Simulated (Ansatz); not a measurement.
```xyz
10

F     1.998    1.238   -1.460
Al    1.415    0.858    0.035
F     2.514    0.272    1.115
F     0.166    1.784    0.631
O     0.252   -0.607   -0.279
Si   -1.423   -0.512    0.094
H     0.584   -1.433   -0.640
H    -1.919   -1.851   -0.306
H    -1.566   -0.299    1.543
H    -2.021    0.550   -0.732
```

Total charge 0; spin multiplicity 1.

Q: List the B3LYP/def2-TZVPP orbital energies in eV (Ansatz). (Best estimate.)

A: The calculation gave: Occupied: -1800.87, -1524.71, -670.46, -670.15, -670.14, -523.26, -145.31, -112.63, -100.70, -100.60, -100.58, -73.33, -73.24, -73.23, -31.18, -30.77, -30.62, -30.08, -17.64, -15.75, -13.55, -12.70, -12.64, -11.86, -11.63, -11.12, -11.05, -10.86, -10.85, -10.56, -10.39, -10.29, -10.13. Lowest empty: -1.50, 0.29, 0.54, 0.57, 0.81, 0.99, 2.29, 2.76.

B3LYP here is the variant with VWN-RPA as its local correlation; programs differ in this.
